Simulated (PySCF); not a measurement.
Si(F)2(OH)(SeH) (F2H2OSeSi), SMILES O[Si](F)(F)[SeH]. Atoms are numbered in the order given.

```xyz
7

O     -1.0117     1.5825     0.9806
Si    -0.7367     0.0870     0.3856
F     -1.8390    -0.3383    -0.7044
F     -0.9053    -0.8942     1.6410
Se     1.2344    -0.1606    -0.6643
H     -0.8255     2.3292     0.4037
H      1.9642     0.3455     0.5095
```

Coordinates come from a PBE0-D3(BJ)/def2-SVP optimisation. This is a generated structure with no PubChem entry under its InChIKey; it may be hypothetical. One conformer was computed; it need not be the lowest.

Computed with B3LYP/def2-TZVP in PySCF.

Gas-phase values at a fixed geometry.

```json
{
  "total_energy": "-2967.57434 hartree",
  "highest_occupied_level": "-7.55 eV",
  "lowest_empty_level": "-0.57 eV",
  "orbital_gap": "6.98 eV",
  "dipole_moment": "0.552 e·Å",
  "quadrupole, principal values (traceless, Buckingham form, about the centre of nuclear charge)": "-6.25, 1.02, 5.24 D·Å",
  "mean_static_polarisability": "50.1 bohr³ (7.43 Å³)",
  "polarisability_principal_values": "44.2, 46.4, 59.8 bohr³"
}
```
